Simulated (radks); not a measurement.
Se V, 30 electrons, occupied as [Ar] 3d10 4s2. All-electron calculation, Dirac Kohn-Sham, PBE, spin-unpolarised, spherical densities, point nucleus. Program: a radial shooting solver on a logarithmic mesh with Libxc functionals.

Spin-orbit splittings of the eigenvalues, e(l+1/2) - e(l-1/2), with zeta = 2 splitting/(2l+1) and mean radii in bohr:

[
 {"shell": "2p", "occ.": "6", "splitting (eV)": "41.78", "zeta (eV)": "27.85", "<r> j=l-1/2": "0.1685", "<r> j=l+1/2": "0.1723"},
 {"shell": "3p", "occ.": "6", "splitting (eV)": "5.889", "zeta (eV)": "3.926", "<r> j=l-1/2": "0.5814", "<r> j=l+1/2": "0.5918"},
 {"shell": "3d", "occ.": "10", "splitting (eV)": "0.9051", "zeta (eV)": "0.3620", "<r> j=l-1/2": "0.6212", "<r> j=l+1/2": "0.6252"}
]
